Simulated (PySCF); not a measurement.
B(CF3)(Cl)(F) (CBClF4), SMILES ClB(F)C(F)(F)F. Geometry optimised at PBE-D3(BJ)/def2-SVP. The structure was generated by enumeration, and PubChem lists no compound with its InChIKey, so it may never have been made.

Computed equilibrium geometry at PBE-D3(BJ)/def2-SVP (PySCF confirms it by a frequency run) as bond lengths and angles, and its point group:
point group Cs.
Atoms: B1 C2 F3 F4 F5 Cl6 F7. Bonds (Å): B1–C2 1.618, B1–Cl6 1.744, B1–F7 1.319, C2–F3 1.358, C2–F4 1.352, C2–F5 1.358. Bond angles (°): C2–B1–Cl6 120.2, C2–B1–F7 119.4, Cl6–B1–F7 120.4, B1–C2–F3 110.7, B1–C2–F4 112.1, B1–C2–F5 110.7, F3–C2–F4 107.7, F3–C2–F5 107.8, F4–C2–F5 107.7.
